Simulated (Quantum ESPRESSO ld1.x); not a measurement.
The numbers below are computed, except where a source is named.
Problem. La4+, configuration [Kr] 4d10 5s2 5p5. Code: ld1.x of Quantum ESPRESSO 7.5. Model: scalar-relativistic Kohn-Sham, LDA (Slater exchange, Perdew-Wang correlation), spin-polarised, spherical densities, point nucleus; open shells are filled with parallel spins first. Some entries of the table are withheld. Estimate them.

| orbital | occ. | eigenvalue (eV) | r(max) (bohr) | <r> (bohr) |
|---|---|---|---|---|
| 1s up | 1 | -38750.9 | 0.01609 | 0.02509 |
| 1s down | 1 | -38750.8 | 0.01609 | 0.02509 |
| 2s up | 1 | -6202.26 | 0.09102 | 0.1075 |
| 2s down | 1 | -6202.21 | 0.09102 | 0.1075 |
| 2p up | 3 | -5565.66 | 0.07314 | 0.09428 |
| 2p down | 3 | -5565.59 | 0.07314 | 0.09428 |
| 3s up | 1 | -1356.27 | 0.2607 | 0.2856 |
| 3s down | 1 | -1356.21 | 0.2607 | 0.2856 |
| 3p up | 3 | -1152.97 | 0.2550 | 0.2835 |
| 3p down | 3 | -1152.89 | 0.2550 | 0.2835 |
| 3d up | 5 | -860.097 | 0.2099 | 0.2601 |
| 3d down | 5 | -860.029 | 0.2099 | 0.2601 |
| 4s up | 1 | -303.791 | 0.6080 | 0.6542 |
| 4s down | 1 | -303.654 | 0.6081 | 0.6541 |
| 4p up | 3 | -237.570 | 0.6351 | (1) |
| 4p down | 3 | -237.421 | 0.6351 | (2) |
| 4d up | 5 | -141.701 | 0.6712 | 0.7664 |
| 4d down | 5 | -141.506 | 0.6711 | 0.7656 |
| 5s up | 1 | -75.1849 | (3) | 1.512 |
| 5s down | 1 | -74.4189 | (4) | 1.512 |
| 5p up | 3 | -57.5954 | (5) | 1.703 |
| 5p down | 2 | -56.8264 | (6) | 1.706 |

Solution. 
(1) 4p up <r> (bohr): 0.6930
(2) 4p down <r> (bohr): 0.6928
(3) 5s up r(max) (bohr): 1.390
(4) 5s down r(max) (bohr): 1.388
(5) 5p up r(max) (bohr): 1.548
(6) 5p down r(max) (bohr): 1.547
